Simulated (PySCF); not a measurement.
C4H4N, SMILES [N]1C=CC=C1, multiplicity 2. Atoms are numbered in the order given.

```xyz
9

C      0.0000     0.6832     0.9860
C      0.0000     1.0633    -0.4272
N      0.0000     0.0000    -1.2488
C      0.0000    -1.0633    -0.4272
C      0.0000    -0.6832     0.9860
H      0.0000     1.3598     1.8411
H      0.0000     2.0838    -0.8238
H      0.0000    -2.0838    -0.8238
H      0.0000    -1.3598     1.8411
```
Charge 0, spin multiplicity 2.

Geometry: r2SCAN-D4/def2-SVP. The isomer is the one that the SMILES or the coordinates give; other isomers of the formula were not compared.

Level of theory: PBE/pcH-1 (PySCF).

Unrestricted Kohn–Sham, ⟨S²⟩ = 0.759. Hyperfine tensors hold the contact and dipolar terms, without spin-orbit corrections.

Task: Estimate the hyperfine couplings. (The exact figures need the calculation; the answer reports its results.)

Result: 
```json
[
 {"nucleus": "13C no. 1", "A(iso) (MHz)": "-7.3", "A(iso) (G)": "-2.6", "dipolar principal values (MHz)": "-9.5, -8.1, 17.5"},
 {"nucleus": "13C no. 2", "A(iso) (MHz)": "39.3", "A(iso) (G)": "14.0", "dipolar principal values (MHz)": "-43.0, -40.8, 83.8"},
 {"nucleus": "14N no. 3", "A(iso) (MHz)": "-5.2", "A(iso) (G)": "-1.8", "dipolar principal values (MHz)": "-7.7, 3.7, 4.0"},
 {"nucleus": "13C no. 4", "A(iso) (MHz)": "39.3", "A(iso) (G)": "14.0", "dipolar principal values (MHz)": "-43.0, -40.8, 83.8"},
 {"nucleus": "13C no. 5", "A(iso) (MHz)": "-7.3", "A(iso) (G)": "-2.6", "dipolar principal values (MHz)": "-9.5, -8.1, 17.5"},
 {"nucleus": "1H no. 6", "A(iso) (MHz)": "-9.1", "A(iso) (G)": "-3.3", "dipolar principal values (MHz)": "-6.4, -2.9, 9.2"},
 {"nucleus": "1H no. 7", "A(iso) (MHz)": "-35.5", "A(iso) (G)": "-12.7", "dipolar principal values (MHz)": "-19.8, -2.1, 22.0"},
 {"nucleus": "1H no. 8", "A(iso) (MHz)": "-35.5", "A(iso) (G)": "-12.7", "dipolar principal values (MHz)": "-19.8, -2.1, 22.0"},
 {"nucleus": "1H no. 9", "A(iso) (MHz)": "-9.1", "A(iso) (G)": "-3.3", "dipolar principal values (MHz)": "-6.4, -2.9, 9.2"}
]
```

Task: And the g tensor (effective nuclear charges for spin-orbit coupling, GIAO)? (The exact figures need the calculation; the answer reports its results.)

Result: principal values 2.0021, 2.0025, 2.0028; isotropic 2.0025.
